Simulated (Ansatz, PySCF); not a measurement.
Gas-phase reaction (SMILES): NB(Cl)Cl → N[B]Cl + Cl atom; the B-Cl bond at the site shown breaks (other sites are not compared here).

Geometries: B3LYP-D3(BJ)/def2-TZVP minima from Ansatz (a program for electronic structure), one conformer each, not searched for the lowest. Cores are frozen in the correlated levels unless marked. Open shells are spin-unrestricted. Spin-orbit coupling is left out. Non-relativistic. CBS(X,Y): correlation extrapolated as X^-3; Hartree-Fock from the larger set. Thermal terms are rigid-rotor harmonic-oscillator values from B3LYP-D3(BJ) frequencies (Ansatz or PySCF) at 298.15 K and 1 atm. 1 Eh = 627.5095 kcal/mol. Atoms have translation alone.

```
species   E, CCSD(T)/CBS(cc-pV(T+d)Z,cc-pV(Q+d)Z) (Ansatz) (Eh)  E, PBE0-D4/def2-TZVPD (Ansatz + dftd4) (Eh)  H - E (Eh)
--------  -----------------------------------------------------  -------------------------------------------  ----------
NB(Cl)Cl                                            -1000.38439                                  -1001.00905     0.03939
N[B]Cl                                               -540.48075                                   -540.81803     0.03492
Cl atom                                              -459.70714                                   -459.99797     0.00236
```

Problem. Work out ΔE and ΔH at 298.15 K at the first level, then ΔH at the second.

Solution. 
1. ΔE = [(-540.48075) + (-459.70714)] - [(-1000.38439)] = 0.19650 Eh = 123.3 kcal/mol at CCSD(T)/CBS(cc-pV(T+d)Z,cc-pV(Q+d)Z).
2. The terms H - E add up to -0.00211 Eh, so ΔH = (0.19650 + (-0.00211))×627.5095 = 122.0 kcal/mol.
3. At PBE0-D4/def2-TZVPD the same steps give ΔE = 121.1 and ΔH = 119.8 kcal/mol, a shift of -2.2 from the first level.
4. These values are not checked against measurement here, since the tables used lack a sound gas-phase enthalpy of formation for at least one species.
